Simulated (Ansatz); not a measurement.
Computed with frozen-core CCSD(T)/cc-pVTZ // r2SCAN-D4/def2-TZVP (Ansatz, a first-principles code).

Ansatz 0.2 input:
```yaml
crystal:
  periodic: [false, false, false]
  atoms:
    - { symbol: C, position_ang: [-0.95761, 1.668781, -0.313947] }
    - { symbol: Al, position_ang: [0.000147, -0.000177, 0.043154] }
    - { symbol: C, position_ang: [-0.995192, -1.670049, 0.268905] }
    - { symbol: C, position_ang: [1.952958, 0.00109, 0.172132] }
    - { symbol: H, position_ang: [-1.594882, 1.578422, -1.201115] }
    - { symbol: H, position_ang: [-1.634926, 1.915987, 0.51207] }
    - { symbol: H, position_ang: [-0.301041, 2.529425, -0.466078] }
    - { symbol: H, position_ang: [-0.726374, -2.392994, -0.5105] }
    - { symbol: H, position_ang: [-2.080456, -1.543498, 0.234801] }
    - { symbol: H, position_ang: [-0.748109, -2.155639, 1.219823] }
    - { symbol: H, position_ang: [2.381867, -0.983414, 0.376277] }
    - { symbol: H, position_ang: [2.295111, 0.679186, 0.96263] }
    - { symbol: H, position_ang: [2.408509, 0.37288, -0.753074] }
basis:
  gaussian: { orbitals: cc-pVTZ }
correlation:
  method: ccsd_t
```

Output:

```
Functional definition: HF
1390 factors; integrals over basis functions are off by at most 1.1e-3 eV
mean field evaluation 1: about -9814.3821 eV, gradient 4.1e1 eV
mean field evaluation 2: about -9814.4696 eV, gradient 4.1e1 eV
mean field evaluation 4: about -9818.6080 eV, gradient 2.9e0 eV
mean field evaluation 8: about -9818.6536 eV, gradient 7.1e-2 eV
mean field evaluation 16: about -9817.8575 eV, gradient 1.6e1 eV
mean field -9818.65360902 eV, -360.8288648092 hartree, gradient 2.8e-6 eV, S^2 0.000000; 0 other end points of the search recorded, 0 dependent functions left out
8 core orbitals not correlated
reference -9818.65360902 eV, -360.8288648092 hartree; 12, 12 occupied and 230, 230 virtual orbitals, 1390 factors
second order -17.01091573 eV of doubles, -0.00000000 eV of singles
cycle   1  -17.93232629 eV  change   -9.2e-1 eV  update   7.7e-2
cycle   2  -18.34786041 eV  change   -4.2e-1 eV  update   2.3e-2
cycle   3  -18.39990078 eV  change   -5.2e-2 eV  update   7.9e-3
cycle   4  -18.39822410 eV  change    1.7e-3 eV  update   2.0e-3
cycle   5  -18.39798457 eV  change    2.4e-4 eV  update   6.2e-4
cycle   6  -18.39783839 eV  change    1.5e-4 eV  update   1.8e-4
cycle   7  -18.39781312 eV  change    2.5e-5 eV  update   4.9e-5
cycle   8  -18.39782206 eV  change   -8.9e-6 eV  update   1.7e-5
perturbative correction -0.68082313 eV, -0.0250197885 hartree
Total energy: -9837.73225421 eV, -361.5299920878 hartree
```

Cost: around 4 core-minutes (rough).
